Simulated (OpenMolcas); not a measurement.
Ag5+: from CASSCF to CASPT2

- Program: OpenMolcas 26.06
- Basis: ANO-RCC-VQZP [8s7p5d3f2g1h]
- Scalar Hamiltonian: DKH2, point nucleus
- Active space: 6 electrons in 5 orbitals (4d)
- State averaging: 2S+1 = 5 even, 5 roots; 2S+1 = 3 even, 45 roots; 2S+1 = 1 even, 50 roots
- Spin-orbit coupling: state interaction with AMFI integrals over the reference wave functions, term energies averaged over their components

Methods on the same reference wave functions:
A. CASSCF
B. SS-CASPT2, IPEA 0.25 Eh, imaginary shift 0.1 Eh (closed shells correlated: 4s 4p)
C. MS-CASPT2, IPEA 0.25 Eh, imaginary shift 0.1 Eh (closed shells correlated: 4s 4p)

Energies in eV above 4d⁶ ⁵D₄, the measured ground level; measured values from the list in Gamrath, thesis, University of Mons (2023).

| Level | A | B | C | Measured |
| --- | --- | --- | --- | --- |
| 4d⁶ ⁵D₄ | 0.0000 | 0.0000 | 0.0000 | 0.0000 |
| 4d⁶ ⁵D₃ | 0.3124 | 0.317 | 0.317 | 0.3338 |
| 4d⁶ ⁵D₂ | 0.4802 | 0.473 | 0.474 | 0.4901 |
| 4d⁶ ⁵D₁ | 0.5961 | 0.590 | 0.591 | 0.6126 |
| 4d⁶ ⁵D₀ | 0.6502 | 0.642 | 0.644 | 0.6670 |
| 4d⁶ ³H₆ | 3.0207 | 2.774 | 2.773 | 2.6672 |
| 4d⁶ ³H₅ [73 %] | 3.0926 | 2.813 | 2.813 | 2.7043 |
| 4d⁶ ³P₂(1) | 3.1583 | 2.677 | 2.676 | 2.6088 |
| 4d⁶ ³F₃(1) | 3.5316 | 3.125 | 3.126 | 3.0303 |
| 4d⁶ ³F₂(1) | 3.6684 | 3.243 | 3.239 | 3.1376 |
| 4d⁶ ³G₅ [73 %] | 3.9264 | 3.559 | 3.559 | 3.4664 |
| 4d⁶ ³P₁(1) | 4.0299 | 3.548 | 3.537 | 3.5003 |
| 4d⁶ ³P₀(1) [75 %] | 4.1290 | 3.634 | 3.631 |  |
| 4d⁶ ³G₄ | 4.1779 | 3.774 | 3.773 | 3.6773 |
| 4d⁶ ³G₃ | 4.2651 | 3.855 | 3.853 | 3.7643 |
| 4d⁶ ¹I₆ | 4.7287 | 4.387 | 4.386 | 4.2396 |
| 4d⁶ ³D₂ | 4.8196 | 4.179 | 4.182 | 4.0481 |
| 4d⁶ ³D₁ | 4.8931 | 4.271 | 4.273 | 4.1607 |
| 4d⁶ ³D₃ | 4.9175 | 4.284 | 4.283 | 4.1546 |
| 4d⁶ ¹G₄(1) | 5.1872 | 4.772 | 4.769 | 4.6471 |
| 4d⁶ ¹S₀(1) [68 %] | 5.9375 | 5.317 | 5.290 |  |
| 4d⁶ ¹D₂(1) | 6.0955 | 5.313 | 5.311 | 5.1295 |
| 4d⁶ ¹F₃ | 6.6566 | 5.759 | 5.758 | 5.5451 |
| 4d⁶ ³P₀(2) | 7.4901 | 6.476 | 6.503 |  |

Deviations, from unrounded energies. A percentage is the sum of absolute deviations over the sum of measured energies, with the sign that they share, or ± where signs differ.

```csv
Against measurement,Levels,A,B,C
mean absolute deviation (cm-1),20,3900,780,770
fine structure of the ground term (%),4,-3.1,-3.8,-3.7
other terms of the ground configuration (%),16,+16.0,+3.1,+3.0
```

B, C lie about equally close to measurement and A furthest from it. The largest miss of C in the table is 4d⁶ ¹F₃, by +1700 cm-1. The ranking rests on the paired levels alone, and a cruder setting can come out closer through cancelling errors.

Between B and C the level of the table that moves most is 4d⁶ ³P₀(2), by 220 cm-1 (lowest in B, highest in C). Moves below CASPT2's spread within the term are not significant.

The two smallest mean deviations differ by little beside CASPT2's spread within terms, so their order carries little weight.

From A to B the spin-free energies of the other terms of 4d⁶ shown, above ⁵D, scale by factors of 0.85 to 0.92, as is usual when dynamic correlation screens the repulsion within a d or f shell.

The lowest spin-free term lies below A's lowest term by 0.412 hartree in B, 0.412 hartree in C.

Term energies are means over components that CASPT2 splits; among the terms shown or strongly mixed into the levels shown the widest spread is 1200 cm-1 (4d⁶ ¹I, C). Without dynamic correlation excited terms often stand tens of per cent too high (terms of higher spin than the ground term too low), and those without a measured partner can miss by more than the paired ones (holds for A). Some levels mix across a computed gap that differs much from the measured one, so their mixing is not that of the real levels (holds for A). The CASPT2 spread within a term exceeds the gap to the next term for 4d⁶ ³D and 4d⁶ ¹I, 4d⁶ ³P(2) and 4d⁶ ³F(2), so the order of their levels is uncertain, and so are names and mixing where such terms share a J (holds for C). Measured partners are found by configuration, term and J. A level has none where our copy of the source lacks it or the pairing is in doubt (some pairs that miss far off the trend of their configuration count as doubtful), and it then counts in no deviation. Only configurations of the active space appear. Levels that lie high or do not pair safely by name in every column are left out.

A share in square brackets marks a mixed level and gives the weight of the term that names it, the lowest over the columns. A number in round brackets counts repeated terms of one configuration in the order of the reference energies.
